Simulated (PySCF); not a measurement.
**Question.** Give a GFN2-xTB geometry of `[O-]CCC(F)(F)F`. (Charge -1.)

**Answer.** 
```
atom  x, y, z in Å
O1     2.470   -0.344   -0.083
C2     1.375    0.309    0.056
C3     0.038   -0.627   -0.130
C4    -1.238    0.111    0.024
F5    -1.421    0.673    1.236
F6    -2.363   -0.680   -0.136
F7    -1.426    1.105   -0.868
H8     1.200    1.153   -0.692
H9     1.208    0.789    1.079
H10    0.078   -1.066   -1.127
H11    0.083   -1.420    0.615
```

Any rigid rotation of these coordinates is as good. Atoms count from 1 in this order. Of the pairs four or more bonds apart, F7···H8 is among the closest relative to their van der Waals radii: 2.63 Å, 99 % of the sum of Bondi's values. The C–F distances run from 1.349 Å (C4–F7, drawn single) to 1.386 Å (C4–F6, drawn single), a spread of 0.037 Å. The 2 C–C bonds span 1.482 Å (C3–C4, drawn single) to 1.643 Å (C2–C3, drawn single), a spread of 0.161 Å.

Bonds between heavy atoms (Å): O1–C2 1.282, C2–C3 1.643, C3–C4 1.482, C4–F5 1.349, C4–F6 1.386, C4–F7 1.349.

The geometry is computed with GFN2-xTB (gas phase).

Point group: Cs (every atom within 0.08 Å of its image). Whether it is a minimum is left open (no frequencies). Torsions: O1–C2–C3–C4 180°.

One conformer stands for the species.
